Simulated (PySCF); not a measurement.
Isomers of C7H12N (doublet state), one GFN2-xTB conformer each. Single-point energies are computed at B3LYP/pcH-1 (PySCF, gas phase, no added dispersion term), electronic only. GFN2-xTB treats the open shell by occupation alone, and not every SCF solution was tested for stability.

```csv
SMILES,GFN2-xTB relative energy (kJ/mol)
[CH2][C@@H](CC#N)CCC,111.0
[H]/N=C1/C[C@@H](C[CH2])[C@H]1C,120.2
CN1C[C]2CC[C@@H]2C1,28.0
CN[C@@]12C[CH]C[C@@H]1C2,52.8
C=C1[CH]CCC[C@@H]1N,6.0
[CH2][C@@H](C)NCC#CC,212.3
CC#C[CH]NC(C)C,86.8
CNCC1=C[CH]CC1,0.0
```

Conformers: `[CH2:1][C@@H:2]([CH2:3][C:4]#[N:5])[CH2:6][CH2:7][CH3:8]` (doublet state) with H–C1–C2–C3 -78° and 94°, C1–C2–C3–C4 -173°, C1–C2–C6–C7 65°, C2–C6–C7–C8 -179°; `[H]/[N:6]=[C:5]1/[CH2:4][C@@H:3]([CH2:2][CH2:1])[C@H:7]1[CH3:8]` (doublet state) with H–C1–C2–C3 -149° and 38°, C1–C2–C3–C4 170°; `[CH3:1][N:2]1[CH2:3][C:4]2[CH2:5][CH2:6][C@@H:7]2[CH2:8]1` (doublet state) with C1–N2–C3–C4 160°, N2–C3–C4–C5 88°, C3–C4–C5–C6 -105°, C4–C5–C6–C7 -9°; `[CH3:1][NH:2][C@@:3]12[CH2:4][CH:5][CH2:6][C@@H:7]1[CH2:8]2` (doublet state) with C1–N2–C3–C4 69°; `[CH2:1]=[C:2]1[CH:3][CH2:4][CH2:5][CH2:6][C@@H:7]1[NH2:8]` (doublet state) with C6–C7–N8–H 177° and -66°, C1–C2–C3–C4 178°, C2–C3–C4–C5 18°, C3–C4–C5–C6 -46°, C4–C5–C6–C7 63°; `[CH2:1][C@@H:2]([CH3:3])[NH:4][CH2:5][C:6]#[C:7][CH3:8]` (doublet state) with H–C1–C2–C3 -37° and 161°, C1–C2–N4–C5 76°, C2–N4–C5–C6 176°; `[CH3:1][C:2]#[C:3][CH:4][NH:5][CH:6]([CH3:7])[CH3:8]` (doublet state) with C3–C4–N5–C6 154°, C4–N5–C6–C7 161°; `[CH3:1][NH:2][CH2:3][C:4]1=[CH:5][CH:6][CH2:7][CH2:8]1` (doublet state) with C1–N2–C3–C4 -179°, N2–C3–C4–C5 120°.

Q: What does B3LYP/pcH-1 give for the same structures?

A: 
```
                         SMILES  B3LYP/pcH-1 E (Eh)  B3LYP/pcH-1 (kJ/mol)  GFN2-xTB (kJ/mol)  point group
            C=C1[CH]CCC[C@@H]1N          -328.69448                   0.0                6.0           C1
                 CNCC1=C[CH]CC1          -328.68508                  24.7                0.0           C1
           [CH2][C@@H](CC#N)CCC          -328.68086                  35.7              111.0           C1
                 CC#C[CH]NC(C)C          -328.66078                  88.5               86.8           C1
       CN[C@@]12C[CH]C[C@@H]1C2          -328.65092                 114.3               52.8           C1
[H]/N=C1/C[C@@H](C[CH2])[C@H]1C          -328.64501                 129.9              120.2           C1
            CN1C[C]2CC[C@@H]2C1          -328.63922                 145.1               28.0           C1
           [CH2][C@@H](C)NCC#CC          -328.61827                 200.1              212.3           C1
```

GFN2-xTB puts CNCC1=C[CH]CC1 lowest instead; measured from each level's own lowest isomer, the values differ by up to 117.1 kJ/mol (CN1C[C]2CC[C@@H]2C1: 28.0 against 145.1). Neighbours under 21 kJ/mol apart (CNCC1=C[CH]CC1 and [CH2][C@@H](CC#N)CCC; CN[C@@]12C[CH]C[C@@H]1C2 and [H]/N=C1/C[C@@H](C[CH2])[C@H]1C; [H]/N=C1/C[C@@H](C[CH2])[C@H]1C and CN1C[C]2CC[C@@H]2C1) can change places with a better method, another conformer or zero-point energy.
